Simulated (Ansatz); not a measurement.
Correlation energies of `CO[SiH2]N[SiH2]O` by basis set

Cartesian coordinates in Å:
```
C 0.986 1.442 -1.776
O 0.805 0.665 -0.611
Si 0.261 -0.898 -0.688
N -0.105 -1.401 0.904
Si -1.140 -0.558 2.007
O -1.261 0.996 1.501
H 1.210 2.466 -1.474
H 0.083 1.451 -2.397
H 1.822 1.068 -2.377
H -0.932 -0.893 -1.575
H 1.307 -1.796 -1.245
H 0.523 -2.081 1.307
H -2.529 -1.076 2.034
H -0.541 -0.711 3.362
H -0.487 1.325 1.029
```

Charge 0, multiplicity 1. All single points use the PBE0-D4/def2-TZVP geometry. It is one conformer, not always the lowest. Frozen core, restricted reference, Ansatz. CBS rows extrapolate triple and quadruple zeta; past MP2 they add the triple-zeta difference.

```tsv
basis	HF (Eh)	MP2 corr.
def2-TZVPP	-825.43395	-1.10960
def2-QZVPP	-825.46523	-1.19405
```

Estimate the CCSD correlation energy and the (T) correction in each basis where they were run (hartree).


```tsv
basis	CCSD corr.	(T)
def2-TZVPP	-1.16038	-0.04203
CBS(def2)	-1.30739	as TZ
```
